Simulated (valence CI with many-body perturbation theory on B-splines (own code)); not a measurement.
E1 transitions of Al6+

Computed by relativistic CI+MBPT: five valence electrons over a frozen Dirac-Fock core [He], a basis of 9 s, 9 p, 8 d, 6 f, 3 g, 1 h functions for each j, with the one-electron correlation potential Σ1 (screened to all orders), the two-electron term Σ2, the three-electron term Σ3, Breit, model QED; selected single and double excitations, second order for the rest, scaled by the run's own slope (own B-spline code, finite nucleus).

Set against measurement, 27 paired levels are off by 253 cm⁻¹ on average, the worst by 601. These come from a selection out of NIST levels in Kelleher and Podobedova, J. Phys. Chem. Ref. Data 37, 709 (2008); Martin and Zalubas, J. Phys. Chem. Ref. Data 8, 817 (1979). Levels without a partner in it may be off by more. Among the levels kept, up to 2700 cm⁻¹ of a level comes from second order outside the variational space, and about a tenth of that is noise between levels of different J, which matters for small intervals. 1 measured level below the end of the list, from 1318010 cm⁻¹ on, found no clear computed partner, and computed levels of the same name lie up to 2685 cm⁻¹ from them.

Lines 51 to 100 of 250 in falling wavelength, among levels below 1364200 cm⁻¹, chosen from the strongest by gf and those to the six lowest levels. Wavelengths and rates use the calculated energies, so an error of 300 cm⁻¹ moves a line at 584.6 Å by 0.18 % and its rate by three times that or more. Electric multipoles are in the length gauge, E1 and E2 with the static RPA response of the core. Weak lines are less certain than strong ones. Lines between different terms over intervals too small for the method are left out, as are lines whose strength nearly cancels. Where a level lies close to another of its J and parity, the split of strength between their lines is uncertain. The highest levels of a list are the least certain.

Letters in brackets count levels of one name in rising energy.

```
λ vac (Å)  λ from measured levels                 Upper                 Lower   A (s⁻¹)  S (a.u.) with core polarisation  S without
     1119                          2s²2p²3p ²D°_3/2 [b]       2s²2p²3s ²D_5/2  1.41e+08                         3.91e-01   3.91e-01
     1117                               2s²2p²3d ⁴F_5/2      2s²2p²3p ⁴D°_3/2  7.50e+08                         3.10e+00   3.10e+00
     1116                               2s²2p²3d ⁴F_3/2      2s²2p²3p ⁴D°_1/2  6.91e+08                         1.90e+00   1.90e+00
     1114                               2s²2p²3d ²P_3/2      2s²2p²3p ⁴P°_3/2  9.88e+07                         2.70e-01   2.70e-01
     1109                               2s²2p²3d ⁴D_5/2      2s²2p²3p ⁴P°_5/2  1.60e+08                         6.46e-01   6.46e-01
     1100                               2s²2p²3d ⁴D_7/2      2s²2p²3p ⁴P°_5/2  7.24e+08                         3.80e+00   3.80e+00
     1098                               2s²2p²3d ⁴D_1/2      2s²2p²3p ⁴P°_1/2  4.86e+08                         6.35e-01   6.35e-01
     1098                              2s²2p²3p ⁴S°_3/2       2s²2p²3s ⁴P_5/2  5.55e+08                         1.45e+00   1.45e+00
     1092                               2s²2p²3d ⁴D_5/2      2s²2p²3p ⁴P°_3/2  6.04e+08                         2.33e+00   2.33e+00
     1089                               2s²2p²3d ⁴D_3/2      2s²2p²3p ⁴P°_3/2  3.12e+08                         7.96e-01   7.96e-01
     1083                               2s²2p²3d ⁴D_3/2      2s²2p²3p ⁴P°_1/2  3.22e+08                         8.08e-01   8.08e-01
     1071                              2s²2p²3p ⁴S°_3/2       2s²2p²3s ⁴P_3/2  3.08e+08                         7.48e-01   7.48e-01
     1067                               2s²2p²3d ²P_1/2      2s²2p²3p ⁴P°_1/2  2.29e+08                         2.74e-01   2.74e-01
     1055                               2s²2p²3d ⁴D_5/2      2s²2p²3p ⁴D°_7/2  4.96e+07                         1.72e-01   1.72e-01
     1054                              2s²2p²3p ⁴S°_3/2       2s²2p²3s ⁴P_1/2  1.37e+08                         3.17e-01   3.17e-01
     1047                               2s²2p²3d ⁴D_7/2      2s²2p²3p ⁴D°_7/2  2.97e+08                         1.34e+00   1.34e+00
     1033                               2s²2p²3d ⁴D_5/2      2s²2p²3p ⁴D°_5/2  1.88e+08                         6.14e-01   6.14e-01
     1033                               2s²2p²3d ²D_3/2  2s²2p²3p ²P°_3/2 [a]  1.64e+08                         3.57e-01   3.57e-01
     1031                               2s²2p²3d ²D_3/2  2s²2p²3p ²P°_1/2 [a]  6.86e+08                         1.48e+00   1.48e+00
     1031                               2s²2p²3d ⁴D_3/2      2s²2p²3p ⁴D°_5/2  7.04e+07                         1.52e-01   1.52e-01
     1025                               2s²2p²3d ²D_5/2  2s²2p²3p ²P°_3/2 [a]  8.88e+08                         2.83e+00   2.83e+00
     1020                               2s²2p²3d ⁴P_5/2      2s²2p²3p ⁴P°_5/2  5.41e+08                         1.70e+00   1.70e+00
     1018                               2s²2p²3d ⁴D_5/2      2s²2p²3p ⁴D°_3/2  5.87e+07                         1.83e-01   1.83e-01
     1015                               2s²2p²3d ⁴D_3/2      2s²2p²3p ⁴D°_3/2  7.47e+07                         1.54e-01   1.54e-01
     1010                               2s²2p²3d ⁴P_3/2      2s²2p²3p ⁴P°_5/2  3.19e+08                         6.49e-01   6.48e-01
     1006                               2s²2p²3d ⁴P_5/2      2s²2p²3p ⁴P°_3/2  1.14e+08                         3.43e-01   3.43e-01
     1003                          2s²2p²3p ²P°_1/2 [b]       2s²2p²3s ²D_3/2  1.02e+09                         1.02e+00   1.02e+00
    995.8                               2s²2p²3d ⁴P_3/2      2s²2p²3p ⁴P°_3/2  1.03e+08                         2.02e-01   2.02e-01
    990.6                               2s²2p²3d ⁴P_1/2      2s²2p²3p ⁴P°_3/2  5.04e+08                         4.84e-01   4.84e-01
    990.3                               2s²2p²3d ⁴P_3/2      2s²2p²3p ⁴P°_1/2  1.88e+08                         3.61e-01   3.61e-01
    987.1                          2s²2p²3p ²P°_3/2 [b]       2s²2p²3s ²D_3/2  2.22e+08                         4.21e-01   4.21e-01
    986.5                          2s²2p²3p ²P°_3/2 [b]       2s²2p²3s ²D_5/2  8.84e+08                         1.68e+00   1.68e+00
    946.6                               2s²2p²3d ²P_3/2      2s²2p²3p ²S°_1/2  6.77e+08                         1.13e+00   1.13e+00
    939.6                               2s²2p²3d ⁴D_1/2      2s²2p²3p ²S°_1/2  2.48e+08                         2.03e-01   2.03e-01
    937.7                               2s²2p²3d ²D_5/2  2s²2p²3p ²D°_5/2 [a]  2.51e+08                         6.12e-01   6.12e-01
    928.3                               2s²2p²3d ⁴D_3/2      2s²2p²3p ²S°_1/2  1.49e+08                         2.35e-01   2.35e-01
    919.8                               2s²2p²3d ²D_3/2  2s²2p²3p ²D°_3/2 [a]  2.95e+08                         4.53e-01   4.53e-01
    916.4                               2s²2p²3d ²P_1/2      2s²2p²3p ²S°_1/2  5.34e+08                         4.06e-01   4.06e-01
    827.7                          2s²2p²3p ²D°_5/2 [b]       2s²2p²3s ²P_3/2  6.85e+08                         1.15e+00   1.15e+00
    807.6                          2s²2p²3p ²D°_3/2 [b]       2s²2p²3s ²P_1/2  6.12e+08                         6.36e-01   6.36e-01
    760.6                          2s²2p²3p ²P°_1/2 [b]       2s²2p²3s ²P_3/2  3.32e+08                         1.44e-01   1.44e-01
    751.6                          2s²2p²3p ²P°_3/2 [b]       2s²2p²3s ²P_3/2  7.30e+08                         6.12e-01   6.13e-01
    744.9                          2s²2p²3p ²P°_1/2 [b]       2s²2p²3s ²P_1/2  5.31e+08                         2.17e-01   2.17e-01
    584.6                   584.1       2s2p³3s ⁴S°_3/2       2s²2p²3s ⁴P_5/2  3.54e+08                         1.40e-01   1.40e-01
    576.9                   576.4       2s2p³3s ⁴S°_3/2       2s²2p²3s ⁴P_3/2  2.45e+08                         9.29e-02   9.30e-02
    540.5                   539.6          2s2p⁴ ⁴P_5/2        2s²2p³ ²P°_3/2  3.04e+05                         1.42e-04   1.43e-04
    533.3                   532.5          2s2p⁴ ⁴P_3/2        2s²2p³ ²P°_3/2  5.04e+05                         1.51e-04   1.52e-04
    529.6                   528.8          2s2p⁴ ⁴P_1/2        2s²2p³ ²P°_3/2  1.08e+04                         1.59e-06   1.60e-06
    528.9                   528.1          2s2p⁴ ⁴P_1/2        2s²2p³ ²P°_1/2  1.90e+05                         2.77e-05   2.79e-05
    459.5                   459.1          2s2p⁴ ⁴P_5/2        2s²2p³ ²D°_5/2  6.33e+05                         1.82e-04   1.83e-04
```
